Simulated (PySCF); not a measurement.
Si(H)2(OMe)(SeH) (CH₆OSeSi), SMILES O([SiH2][SeH])C.

Geometry: B3LYP-D3(BJ)/def2-SVP. This is a generated structure with no PubChem entry under its InChIKey; it may be hypothetical. Other conformers were not sampled.

Two levels are set side by side: PBE/def2-TZVP (PySCF) and HF/def2-TZVP (PySCF). Same geometry, gas phase. Differences are taken from unrounded values.

| quantity | HF | PBE | PBE minus HF |
|---|---|---|---|
| orbital gap (eV) | 12.75 | 5.11 | -7.64 |
| highest occupied level (eV) | -9.75 | -6.04 | 3.71 |
| lowest empty level (eV) | 3.00 | -0.93 | -3.94 |
| dipole moment (D) | 1.72 | 1.47 | -0.25 |
| mean polarisability (bohr³) | 63.5 | 70.9 | 7.3 |

Without exact exchange PBE keeps part of each electron's self-repulsion, which lifts occupied levels and narrows the gap. Loosely held outer electrons make PBE densities more polarisable. Differences between two approximate levels are no errors against the true value.

Rough cost on one machine, each run with all the roots and properties that it gave: HF against PBE about 1/3.
